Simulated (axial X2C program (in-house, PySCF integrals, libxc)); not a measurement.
**CrCl: from Re and ωe to a spectrum**

A bond curve at the PBE0 level, two-component, was computed with an in-house relativistic program for diatomic molecules (basis Cr dyall-cv3z [9s10p6d3f2g], Cl dyall-av3z [9s8p3d2f] (cores contracted in-house)) for the state Ω = 5/2 (⟨Sz⟩ = 2.50, ⟨Lz⟩ = 0.00 at PBE0). Its fit gives Re = 2.1953 Å, ωe = 401.2 cm⁻¹, ωexe = 1.67 cm⁻¹ and αe = 9.486e-04 cm⁻¹; the masses are 51.9405 and 34.9689 u. Two-component means X2C with spin–orbit coupling and atomic mean-field Coulomb and Gaunt terms.

Q: Find the reduced mass, Be and the force constant.

A: From the PBE0 values: μ = 20.8988 u. Be = 16.8576/(μ Re²) = 0.1674 cm⁻¹. k = 5.8918×10⁻⁷ μ ωe² = 1.98 mdyn/Å.

Q: A Morse curve ties αe to the other constants (Pekeris). How well does that hold?

A: αe(Morse) = 6Be²/ωe × (√(ωexe/Be) − 1) = 9.044e-04 cm⁻¹; the PBE0 curve gives 9.486e-04 cm⁻¹, a ratio of 0.95.

Q: Estimate De from a Morse curve and compare with the computed well depth of 3.782 eV to Cr + Cl.

A: De(Morse) = ωe²/(4ωexe) = 2.988 eV against 3.782 eV computed, a ratio of 0.79. The extrapolation falls short: long-range attraction (ionic or ion–induced dipole) or a change of character along the curve can cause this.

Q: Estimate the centrifugal constant by the Kratzer relation.

A: D = 4Be³/ωe² = 1.17e-07 cm⁻¹.

Q: The dipole moment p changes by 5.33 D/Å at Re. What harmonic infrared intensity follows?

A: I = 42.256 × (dp/dR)²/μ = 57 km/mol.

The state is a single determinant with fixed occupations, the lowest that a limited PBE0 search found. Dissociation energies refer to the lowest single-determinant-based atoms at the same level and basis. Density functionals use the spin component along the axis (collinear). The 2c atoms are single determinants rather than J levels; their spin–orbit lowering is only partly caught, and De is too large by that part. This holds for PBE0. Without a current term, density functionals place determinants with orbital angular momentum somewhat too high. With several unpaired electrons one determinant need not be a pure state. This is the top spin component of a Σ state; components of lower Ω are not single determinants and can lie lower.
